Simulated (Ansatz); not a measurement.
Stepwise reaction of `[F][Ge]([F])([Cl])[Br]` with hydrogen, as a gas-phase model of exchange steps in deposition or etching. ΔE in kJ/mol; ΔG adds harmonic PBE0-D4 terms to CCSD(T)/CBS, at 1 bar.

Program: Ansatz. Geometries: PBE0-D4/def2-TZVP. ΔE: electronic, gas phase. CBS: MP2 limit from def2 TZ/QZ plus the TZ coupled-cluster correction, frozen cores. This one scheme is used for every species. Functionals use def2-TZVPP. B3LYP here is the variant with VWN-RPA as its local correlation; programs differ in this. For Br, Ge outer-core shells are correlated without core-valence functions, which leaves a few kJ/mol of doubt a bond. Scalar relativity is left out up to krypton.

```
step                                                    reaction  PBE-D4  B3LYP-D4  ωB97M-V  CCSD(T)/CBS  ΔG(500 K)
   1  `[F][Ge]([F])([Cl])[Br]` + H₂ → `[F][GeH]([Cl])[Br]` + H–F    33.8      36.7     36.7         30.3       29.6
   2          `[F][GeH]([Cl])[Br]` + H₂ → `[Cl][GeH2][Br]` + H–F    42.1      44.5     43.3         36.4       36.0
```

Problem. By hand: ΔE of the 2 steps together at CCSD(T)/CBS.

Solution. (30.3) + (36.4) = 66.7 kJ/mol, or 33.4 kJ/mol a step.

In ΔE each step is higher than the one before. All are uphill at CCSD(T)/CBS. ΔG lies between 29.6 and 36.0 kJ/mol a step. PBE-D4 differs from CCSD(T)/CBS by 3.5 to 5.7 kJ/mol a step. Isolated molecules leave out the surface, adducts and barriers. Largest T1 diagnostic: 0.010.
